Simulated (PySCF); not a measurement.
**Mercury: a sound run and one with changed settings**

Sound run: Hg²⁺ [Xe] 4f14 5d10, Hg³⁺ [Xe] 4f14 5d9. Computed with PySCF 2.14 in def2-SVP with the def2 core potential (60 electrons), with scalar relativity through the core potential. The sound run starts from symmetry-adapted Hartree-Fock orbitals and uses a fine grid where one is needed.

Changed run: 6 angular points. This setting is unsound on purpose.

```json
{"species": "Hg²⁺", "method": "UHF", "sound run (hartree)": "-151.60704", "changed run (hartree)": "-151.60704", "converged": "yes"}
{"species": "Hg²⁺", "method": "BP86", "sound run (hartree)": "-152.55962", "changed run (hartree)": "-155.26932", "converged": "yes"}
{"species": "Hg²⁺", "method": "r2SCAN", "sound run (hartree)": "-152.49908", "changed run (hartree)": "-156.01863", "converged": "yes"}
{"species": "Hg³⁺", "method": "UHF", "sound run (hartree)": "-150.36836", "changed run (hartree)": "-150.36836", "converged": "yes"}
{"species": "Hg³⁺", "method": "BP86", "sound run (hartree)": "-151.25815", "changed run (hartree)": "-152.24875", "converged": "yes"}
{"species": "Hg³⁺", "method": "r2SCAN", "sound run (hartree)": "-151.20406", "changed run (hartree)": "-152.68481", "converged": "yes"}
```

Ionisation energy of Hg²⁺:

| method | sound run (eV) | changed run (eV) |
| --- | --- | --- |
| UHF | 33.706 | 33.706 |

A coarse angular grid integrates products of high-l functions wrongly, so density functionals can shift, and the SCF can exploit the error; Hartree-Fock and MP2 need no grid.

For comparison, NIST gives 34.49 ± 0.05 eV between the lowest levels.
